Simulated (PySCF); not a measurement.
Compound: C6H4NP.
SMILES: `P#Cc1ccncc1`

Theory: TDDFT wB97X-D/def2-SVPD, vertical, gas phase, core orbitals frozen in the response in PySCF. Isolated species at its GFN2-xTB geometry, gas phase.

**Question.** List the vertical singlet excitations with oscillator strengths and describe the spectrum.

**Answer.** 

```
state  λ (nm)  E (eV)       f  |μ| (D)  symmetry  main configurations (H = HOMO, L = LUMO)
   S1   319.6    3.88  0.0000     0.01         –                  H-3→L (79%), H→L+1 (14%)
   S2   299.6    4.14   0.143     3.02        A1                  H→L (70%), H-3→L+1 (24%)
   S3   288.7    4.29  0.0000     0.00         –                  H→L+1 (79%), H-3→L (15%)
   S4   278.4    4.45  0.0018     0.32         –                H-1→L (88%), H-1→L+3 (11%)
   S5   250.6    4.95   0.041     1.49  B1 or B2                  H-2→L (80%), H→L+2 (14%)
   S6   229.5    5.40  0.0000     0.00         –                             H-1→L+2 (99%)
   S7   205.1    6.05   0.535     4.83        A1     H-3→L+1 (38%), H→L (22%), H-4→L (18%)
   S8   195.7    6.33   0.117     2.20  B1 or B2                  H→L+2 (80%), H-2→L (15%)
```

Triplets, Tamm–Dancoff:

```
state  E (eV)  λ (nm)  main configurations (H = HOMO, L = LUMO)
   T1    2.76   449.5                                 H→L (88%)
   T2    3.52   352.1                  H-3→L (69%), H→L+1 (22%)
   T3    3.65   339.6                             H-3→L+1 (92%)
```

The lowest singlet lies at 3.88 eV (320 nm, ultraviolet) and is dark (f under 0.0005); its leading configuration is HOMO-3→LUMO (79%). The most intense listed level is S7 at 6.05 eV (205 nm, f = 0.535), 2.17 eV above S1. Löwdin shares by element: HOMO carbon 39% or more, phosphorus 31%, nitrogen 10% (atoms not listed hold the other 20%); LUMO phosphorus 32%, carbon 30% or more, nitrogen 11% (atoms not listed hold the other 26%). Orbital energies (eV): HOMO-3 -9.86, HOMO-2 -9.81, HOMO-1 -9.63, HOMO -9.07, LUMO -0.86, LUMO+1 0.32, LUMO+2 1.01. Of the 8 states listed, 4 reach f = 0.01 and 3 stay under 0.0005. Weighted by f, the mean energy of these states is 5.70 eV. Symmetry labels in C2v follow from the direction of the transition dipole and are given only for states with f of 0.002 or more; B1 and B2 swap with the choice of axes. Only the lowest 8 singlets were computed, as vertical energies without vibronic structure.
